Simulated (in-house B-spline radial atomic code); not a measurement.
# How G0W0 and RPA depend on the start: I⁴⁹⁺

Configuration [He] 2s2. Computed with an all-electron radial atomic-structure program (B-spline basis): all electrons, non-relativistic, point nucleus, each spin shell either full or empty, empty states to l = 9 with an (l + 1/2)⁻⁴ tail; G0W0 by contour deformation at full frequency.

Without relativity these are model numbers: it shifts the levels of so heavy an element strongly and can reorder them.

```json
{"start": "Hartree-Fock", "mean-field 2s (eV)": "-8776.59", "G0W0 (eV)": "-8789.25", "QP weight": "0.982", "RPA correlation (Eh)": "-0.64486"}
{"start": "PBE", "mean-field 2s (eV)": "-8700.45", "G0W0 (eV)": "?", "QP weight": "?", "RPA correlation (Eh)": "?"}
{"start": "CAM-B3LYP", "mean-field 2s (eV)": "-8718.19", "G0W0 (eV)": "?", "QP weight": "?", "RPA correlation (Eh)": "?"}
{"start": "SCAN", "mean-field 2s (eV)": "-8705.70", "G0W0 (eV)": "-8793.47", "QP weight": "0.963", "RPA correlation (Eh)": "-1.0515"}
{"start": "TPSS", "mean-field 2s (eV)": "-8704.27", "G0W0 (eV)": "-8793.70", "QP weight": "0.961", "RPA correlation (Eh)": "-1.0854"}
```

Task: What G0W0 level, weight and RPA correlation energy follow from the CAM-B3LYP start?

Result: G0W0 level -8792.85 eV, weight 0.967, RPA correlation -0.95777 hartree.

Task: What G0W0 level, weight and RPA correlation energy follow from the PBE start?

Result: G0W0 level -8793.97 eV, weight 0.959, RPA correlation -1.1311 hartree.

Task: How much of the dependence on the start does G0W0 remove?

Result: The mean-field levels span 76.1 eV and the G0W0 levels 4.72 eV. Against 9196 ± 4 eV (NIST, tabulated theory) the G0W0 removal energies are off by -406.75 to -402.03 eV, with relativity, Breit and QED terms left out.
